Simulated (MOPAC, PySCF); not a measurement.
C2H8O2S2Sn, SMILES `C[O][Sn]([O]C)([SH])[SH]`, neutral singlet in the gas phase. 

Cartesian coordinates (Å):
SMILES: C[O][Sn]([SH])([SH])[O]C
```xyz
15

C     -2.1320    -0.4685    -1.0246
O     -1.5363    -0.4799     0.2457
Sn    -0.0660     0.7676     0.6943
S      0.2243     0.2708     3.0182
S     -0.5078     3.0194     0.0118
O      1.5453     0.3776    -0.3880
C      2.2439    -0.8297    -0.2357
H     -1.4852    -0.9253    -1.7971
H     -3.0634    -1.0567    -0.9769
H     -2.3979     0.5496    -1.3668
H     -0.7410    -0.6735     2.9188
H      0.5449     2.9493    -0.8370
H      3.2176    -0.7341    -0.7440
H      2.4438    -1.0812     0.8231
H      1.7100    -1.6853    -0.6902
```
Charge 0, spin multiplicity 1.

All levels are single points at this geometry (PBE0-D3(BJ)/def2-SVP); Pople sets use spherical d functions. Orbital energies aren't observables, and empty levels follow the basis.

B3LYP/6-31G* (LANL2DZ on Sn) in PySCF gives dipole (D) = 1.67.

Estimate the dipole (D) from each of these levels: PBE0-D3(BJ)/def2-TZVP in PySCF; ωB97X-D3(BJ)/def2-TZVP in PySCF; B3LYP/LANL2DZ in PySCF; BP86/6-31G* (LANL2DZ on Sn) in PySCF; M06-2X/6-31G* (LANL2DZ on Sn) in PySCF; SVWN5/6-31G* (LANL2DZ on Sn) in PySCF; HF/6-31G* (LANL2DZ on Sn) in PySCF; AM1 in MOPAC.


| level | dipole (D) |
|---|---|
| PBE0-D3(BJ)/def2-TZVP in PySCF | 1.11 |
| ωB97X-D3(BJ)/def2-TZVP in PySCF | 1.14 |
| B3LYP/LANL2DZ in PySCF | 2.37 |
| BP86/6-31G* (LANL2DZ on Sn) in PySCF | 1.80 |
| M06-2X/6-31G* (LANL2DZ on Sn) in PySCF | 1.75 |
| SVWN5/6-31G* (LANL2DZ on Sn) in PySCF | 1.89 |
| HF/6-31G* (LANL2DZ on Sn) in PySCF | 1.66 |
| AM1 in MOPAC | 2.90 |
